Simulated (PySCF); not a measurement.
Compound: C11H12.
Geometry (PBE0-D3(BJ)/def2-SVP, Å), atoms numbered from 1 in this order:
```xyz
23
C11H12 angstrom
C      2.8420    1.4921   -1.9976
C      2.4363    0.7735   -1.1078
C      1.9402   -0.0991   -0.0888
C      2.3234    0.0451    1.1909
C      1.0066   -1.2040   -0.5428
C     -0.1653   -0.7306   -1.3689
C     -0.2200   -0.9929   -2.6880
C     -1.2373    0.0216   -0.7314
C     -1.3128    0.3650    0.5727
C     -2.4140    1.1130    1.1415
C     -2.4978    1.4741    2.4316
H      3.1995    2.1359   -2.7794
H      1.9473   -0.6278    1.9664
H      3.0195    0.8310    1.4898
H      0.6525   -1.7497    0.3458
H      1.5908   -1.9160   -1.1474
H     -1.0582   -0.6471   -3.2990
H      0.5717   -1.5522   -3.1921
H     -2.0557    0.3288   -1.3936
H     -0.5041    0.0889    1.2564
H     -3.2205    1.3944    0.4534
H     -1.7108    1.2126    3.1457
H     -3.3498    2.0412    2.8130
```

Method: PBE0-D3(BJ)/def2-SVP geometry optimisation, gas phase in PySCF.

Take the most abundant isotopes and a rigid rotor. The values belong to one conformer with, in the numbering `[CH:1]#[C:2][C:3](=[CH2:4])[CH2:5][C:6](=[CH2:7])/[CH:8]=[CH:9]/[CH:10]=[CH2:11]`, C2–C3–C5–C6 -53°, C3–C5–C6–C7 109°, C5–C6–C8–C9 0°, C8–C9–C10–C11 -179°.

Problem. What are A, B and C (MHz)?

Solution. Ia = 349.26, Ib = 738.42, Ic = 896.52 u·Å²; 505379 MHz·u·Å²/I gives A = 1447, B = 684.4, C = 563.7 MHz.

Problem. What kind of rotor is it?

Solution. An asymmetric top: κ = (2 × 684.4 − 1447 − 563.7)/(1447 − 563.7) = -0.73.

Problem. What does the inertial defect say?

Solution. Not planar: Δ = Ic − Ia − Ib = -191.15 u·Å². For a rigid frame Δ = −2 Σ m c², so Σ m c² = 95.57 u·Å² lies off the ab plane: 20.22 from hydrogen and 75.35 from heavier atoms. The atom farthest from that plane is 2.52 Å away.

Problem. Which lines would a microwave search look for?

Solution. The dipole components are |μa| = 0.08 D, |μb| = 0.10 D, |μc| = 0.23 D. Intensities carry the squares of the components, which stand as 0.11 : 0.20 : 1.00 (a : b : c). Some lines, for components of 0.1 D or more:

```csv
type,branch,"J(Ka,Kc)",MHz,lower level (cm⁻¹)
c,Q,"3(1,3) ← 3(0,3)",518,0.248
c,Q,"2(1,2) ← 2(0,2)",655,0.124
b,Q,"2(1,1) ← 2(0,2)",1017,0.124
b,R,"3(1,2) ← 2(2,1)",1629,0.235
b,R,"2(0,2) ← 1(1,1)",1720,0.067
c,R,"1(1,0) ← 0(0,0)",2131,0.000
c,Q,"2(2,1) ← 2(1,1)",2288,0.158
b,Q,"2(2,0) ← 2(1,1)",2301,0.158
b,Q,"3(2,2) ← 3(1,3)",2839,0.265
b,R,"2(1,2) ← 1(0,1)",3138,0.042
c,Q,"3(3,1) ← 3(2,1)",4058,0.362
b,Q,"3(3,0) ← 3(2,1)",4058,0.362
b,R,"3(1,3) ← 2(0,2)",4211,0.124
b,R,"2(2,1) ← 1(1,0)",4905,0.071
c,R,"3(1,2) ← 2(0,2)",4934,0.124
c,R,"2(2,1) ← 1(1,1)",5025,0.067
b,R,"2(2,0) ← 1(1,1)",5039,0.067
b,R,"3(2,2) ← 2(1,1)",6032,0.158
c,R,"3(2,1) ← 2(1,1)",6097,0.158
b,R,"3(2,1) ← 2(1,2)",6459,0.146
c,R,"3(3,0) ← 2(2,0)",7855,0.235
c,R,"3(3,1) ← 2(2,1)",7867,0.235
```

Problem. Estimate the classical rotational partition function at 25 K, 100 K and 500 K.

Solution. Point group C1, symmetry number σ = 1; q = (√π/σ)·√((kT/h)³/(ABC)), k/h = 20836.6 MHz/K: 28200 at 25 K, 226000 at 100 K, 2520000 at 500 K.

No frequency check. Constants of a rigid frame at the computed geometry: no zero-point averaging, no centrifugal distortion.

Rough CPU time on one thread of a shared machine: about 11 min. This is the geometry optimisation.
